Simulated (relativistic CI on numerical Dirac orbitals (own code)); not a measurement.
## Energy levels of Ar2+

Calculated at this level of theory: Dirac-Coulomb-Breit CI, KLI orbitals optimised for each configuration, QED by a radiative potential, valence Slater integrals scaled by 0.85, configuration energies shifted to the measured levels that pair with them (semi-empirical) (own radial code, finite nucleus).

Configuration list (outside the closed core [Ne]): 3s²3p⁴, 3s3p⁵, 3s²3p³3d, 3s²3p³4s, 3s²3p³4p, 3p⁶, 3s²3p²3d², 3s3p⁴3d, 3s²3p³4d, 3p⁴3d², 3s²3p³5s, 3s²3p²3d4s, 3s²3p³5p, 3s²3p³4f, 3s²3p²4s², 3s²3p²3d4p, 3s²3p³5d, 3s²3p³5f, 3s²3p³5g, 3s²3p²4s4p, 3s3p⁴4s, 3p⁵3d, 3p⁵4s, 3s²3p²4p², 3s3p⁴4p, 3s3p³3d², 3p⁵4p, 3s3p³3d4s, 3s3p³4s², 3s3p³3d4p. Levels of other configurations are missing.

The lowest level is 3s²3p⁴ ³P2, with 96 % of that term; Hund's rules for 3s²3p⁴ give ³P with J = 2, in agreement.

```
No.  Configuration  Term  J  E (cm⁻¹)   %  Next component (%)      jj configuration (%)
  1         3s²3p⁴    ³P  2       0.0  96        2 3s3p⁴3d ³P              3p3/2^2 (69)
  2         3s²3p⁴    ³P  1    1099.5  97        2 3s3p⁴3d ³P        3p1/2 3p3/2^3 (97)
  3         3s²3p⁴    ³P  0    1548.3  96        2 3s3p⁴3d ³P              3p3/2^4 (60)
  4         3s²3p⁴    ¹D  2   13920.1  96        2 3s3p⁴3d ¹D        3p1/2 3p3/2^3 (69)
  5         3s²3p⁴    ¹S  0   30962.6  94            3 3p⁶ ¹S              3p3/2^2 (58)
  6          3s3p⁵   ³P°  2  113817.6  76     21 3s²3p³3d ³P°           3s 3p3/2^3 (76)
  7          3s3p⁵   ³P°  1  114801.9  76     21 3s²3p³3d ³P°     3s 3p1/2 3p3/2^4 (49)
  8          3s3p⁵   ³P°  0  115324.9  76     21 3s²3p³3d ³P°     3s 3p1/2 3p3/2^4 (76)
  9       3s²3p³3d   ⁵D°  2  144331.0  97      2 3s3p³3d² ⁵D°  3p1/2 3p3/2^2 3d3/2 (38)
 10       3s²3p³3d   ⁵D°  1  144331.0  97      2 3s3p³3d² ⁵D°  3p1/2 3p3/2^2 3d3/2 (47)
 11       3s²3p³3d   ⁵D°  3  144331.5  97      2 3s3p³3d² ⁵D°  3p1/2 3p3/2^2 3d5/2 (31)
 12       3s²3p³3d   ⁵D°  0  144331.8  97      2 3s3p³3d² ⁵D°  3p1/2 3p3/2^2 3d3/2 (53)
 13       3s²3p³3d   ⁵D°  4  144337.1  97      2 3s3p³3d² ⁵D°  3p1/2 3p3/2^2 3d5/2 (54)
 14       3s²3p³3d   ¹P°  1  144465.4  52        46 3s3p⁵ ¹P°           3s 3p3/2^3 (29)
 15       3s²3p³3d   ³D°  3  156536.7  97      3 3s3p³3d² ³D°  3p1/2 3p3/2^2 3d5/2 (58)
 16       3s²3p³3d   ³D°  2  156543.1  97      3 3s3p³3d² ³D°        3p3/2^3 3d5/2 (29)
 17       3s²3p³3d   ³D°  1  156644.7  97      3 3s3p³3d² ³D°  3p1/2 3p3/2^2 3d5/2 (49)
 18       3s²3p³3d   ¹S°  0  161820.7  97      3 3s3p³3d² ¹S°  3p1/2 3p3/2^2 3d5/2 (57)
 19       3s²3p³3d   ³F°  2  163471.0  97      2 3s3p³3d² ³F°  3p1/2 3p3/2^2 3d3/2 (49)
 20       3s²3p³3d   ³F°  3  163766.9  97      2 3s3p³3d² ³F°  3p1/2 3p3/2^2 3d3/2 (45)
 21       3s²3p³3d   ³F°  4  164137.1  97      2 3s3p³3d² ³F°  3p1/2 3p3/2^2 3d5/2 (71)
 22       3s²3p³4s   ⁵S°  2  173165.2  97     3 3s3p³3d4s ⁵S°     3p1/2 3p3/2^2 4s (53)
 23       3s²3p³3d   ³G°  3  173221.5  98      2 3s3p³3d² ³G°  3p1/2 3p3/2^2 3d3/2 (42)
 24       3s²3p³3d   ³G°  4  173246.3  98      2 3s3p³3d² ³G°  3p1/2 3p3/2^2 3d3/2 (46)
 25       3s²3p³3d   ³G°  5  173292.0  98      2 3s3p³3d² ³G°  3p1/2 3p3/2^2 3d5/2 (98)
 26       3s²3p³3d   ¹G°  4  176556.1  97      2 3s3p³3d² ¹G°  3p1/2 3p3/2^2 3d3/2 (42)
 27       3s²3p³4s   ³S°  1  179425.6  96     3 3s3p³3d4s ³S°     3p1/2 3p3/2^2 4s (53)
 28       3s²3p³3d   ¹D°  2  179511.9  97      1 3s3p³3d² ¹D°        3p3/2^3 3d5/2 (25)
 29       3s²3p³3d   ³D°  1  185639.3  96      2 3s3p³3d² ³D°          3p3/2 3d3/2 (35)
 30       3s²3p³3d   ³D°  2  186256.9  95      2 3s3p³3d² ³D°  3p1/2 3p3/2^2 3d5/2 (44)
 31       3s²3p³3d   ³P°  0  186929.4  96      2 3s3p³3d² ³P°          3p3/2 3d3/2 (61)
 32       3s²3p³3d   ³D°  3  187117.7  91               5 ³F°  3p1/2 3p3/2^2 3d5/2 (44)
 33       3s²3p³3d   ³P°  1  187324.1  96      2 3s3p³3d² ³P°          3p3/2 3d5/2 (27)
 34       3s²3p³3d   ³F°  4  187341.8  96         1 3p⁵3d ³F°          3p3/2 3d5/2 (42)
 35       3s²3p³3d   ³F°  3  187621.1  92               4 ³D°  3p1/2 3p3/2^2 3d5/2 (30)
 36       3s²3p³3d   ³F°  2  187851.8  97         1 3p⁵3d ³F°  3p1/2 3p3/2^2 3d3/2 (64)
 37       3s²3p³3d   ³P°  2  188220.6  96      2 3s3p³3d² ³P°  3p1/2 3p3/2^2 3d5/2 (45)
 38       3s²3p³4s   ³D°  1  196632.9  95     2 3s3p³3d4s ³D°     3p1/2 3p3/2^2 4s (43)
 39       3s²3p³4s   ³D°  2  196662.4  95     2 3s3p³3d4s ³D°     3p1/2 3p3/2^2 4s (63)
 40       3s²3p³4s   ³D°  3  196727.9  96     2 3s3p³3d4s ³D°     3p1/2 3p3/2^2 4s (96)
 41       3s²3p³3d   ¹F°  3  198996.4  96      2 3s3p³3d² ¹F°  3p1/2 3p3/2^2 3d5/2 (36)
 42       3s²3p³4s   ¹D°  2  199721.9  96     2 3s3p³3d4s ¹D°     3p1/2 3p3/2^2 4s (76)
 43       3s²3p³4p    ⁵P  1  203570.4  97      3 3s3p³3d4p ⁵P  3p1/2 3p3/2^2 4p1/2 (46)
 44       3s²3p³4p    ⁵P  2  203653.2  96      3 3s3p³3d4p ⁵P  3p1/2 3p3/2^2 4p1/2 (29)
 45       3s²3p³4p    ⁵P  3  203793.2  97      3 3s3p³3d4p ⁵P  3p1/2 3p3/2^2 4p3/2 (54)
 46       3s²3p³3d   ³P°  2  207649.9  52     28 3s²3p³4s ³P°  3p1/2 3p3/2^2 3d5/2 (26)
 47       3s²3p³3d   ³P°  1  208035.5  32              30 ³S°  3p1/2 3p3/2^2 3d3/2 (47)
 48       3s²3p³4p    ³P  1  208139.6  96      3 3s3p³3d4p ³P  3p1/2 3p3/2^2 4p3/2 (32)
 49       3s²3p³4p    ³P  2  208156.7  96      3 3s3p³3d4p ³P  3p1/2 3p3/2^2 4p3/2 (35)
 50       3s²3p³4p    ³P  0  208176.4  97      3 3s3p³3d4p ³P  3p1/2 3p3/2^2 4p3/2 (73)
 51       3s²3p³4s   ³P°  0  208481.7  42     42 3s²3p³3d ³P°     3p1/2 3p3/2^2 4s (42)
 52       3s²3p³3d   ³S°  1  208526.0  66     13 3s²3p³4s ³P°  3p1/2 3p3/2^2 3d5/2 (40)
 53       3s²3p³3d   ³D°  3  210625.7  86      9 3s²3p³4d ³D°          3p3/2 3d5/2 (42)
 54       3s²3p³4s   ¹P°  1  211185.9  43     24 3s²3p³3d ¹P°     3p1/2 3p3/2^2 4s (24)
 55       3s²3p³3d   ³D°  2  211443.7  85      9 3s²3p³4d ³D°  3p1/2 3p3/2^2 3d5/2 (39)
 56       3s²3p³3d   ³D°  1  212013.9  82      9 3s²3p³4d ³D°        3p3/2^3 3d3/2 (29)
 57       3s²3p³4s   ³P°  2  213020.7  65     22 3s²3p³3d ³P°           3p3/2^3 4s (39)
 58       3s²3p³4s   ³P°  1  213236.5  57     29 3s²3p³3d ³P°     3p1/2 3p3/2^2 4s (33)
 59       3s²3p³4s   ³P°  0  213347.6  54     32 3s²3p³3d ³P°     3p1/2 3p3/2^2 4s (54)
 60       3s²3p³4s   ¹P°  1  217412.9  49     24 3s²3p³3d ¹P°           3p3/2^3 4s (18)
 61       3s²3p³3d   ¹D°  2  222107.0  91      6 3s²3p³4d ¹D°  3p1/2 3p3/2^2 3d5/2 (42)
 62       3s²3p³4p    ¹P  1  224016.0  84               13 ³D  3p1/2 3p3/2^2 4p3/2 (33)
 63       3s²3p³3d   ¹F°  3  224477.3  86      9 3s²3p³4d ¹F°  3p1/2 3p3/2^2 3d5/2 (37)
 64       3s²3p³4p    ³D  2  225180.5  95      2 3s3p³3d4p ³D  3p1/2 3p3/2^2 4p1/2 (40)
 65       3s²3p³4p    ³D  1  225206.8  84               13 ¹P  3p1/2 3p3/2^2 4p3/2 (51)
 66       3s²3p³4p    ³D  3  225404.3  94                3 ³F  3p1/2 3p3/2^2 4p3/2 (63)
 67       3s²3p³4p    ³F  2  226418.9  95      2 3s3p³3d4p ³F  3p1/2 3p3/2^2 4p1/2 (31)
 68       3s²3p³4p    ³F  3  226552.7  93                3 ³D  3p1/2 3p3/2^2 4p1/2 (37)
 69       3s²3p³4p    ³F  4  226698.9  97      2 3s3p³3d4p ³F  3p1/2 3p3/2^2 4p3/2 (97)
 70       3s²3p³4p    ¹F  3  227205.7  96      2 3s3p³3d4p ¹F  3p1/2 3p3/2^2 4p3/2 (43)
```

Energies count from the lowest computed level; ° marks odd parity. Filled j subshells are mostly left out of the jj labels.

The mean weight of the leading LS term, summed over parents, in these 70 levels is 88 %, and that of the leading jj configuration (from the same eigenvectors) 49 %, so LS coupling describes them better.

Configurations whose levels could be paired with our table of measured levels were shifted onto them, all but the ground configuration, by the median error of their levels; single terms can still be off by 1,000 to 2,000 cm⁻¹ or more, and rates follow the energies as ν³ (E1, M1) or ν⁵ (E2). The others borrow a shift and can be off by several thousand cm⁻¹ or more. The fine structure of a lone outer electron comes out too small, for d and f at times inverted, and misplaced configurations move strength between like terms. 60 of the 69 excited levels that our extract of the measured tables holds in this range could be paired (the sources list more); they are missed by 701 cm⁻¹ on average and 3798 at most, after the shifts were fitted to these levels, and levels without a partner can miss by more.

Landé's interval rule says that E(J) − E(J−1) = AJ with one A. For the ground term the intervals give A = -448.8, -549.8 cm⁻¹ for J = 1, 2; the multiplet is inverted.
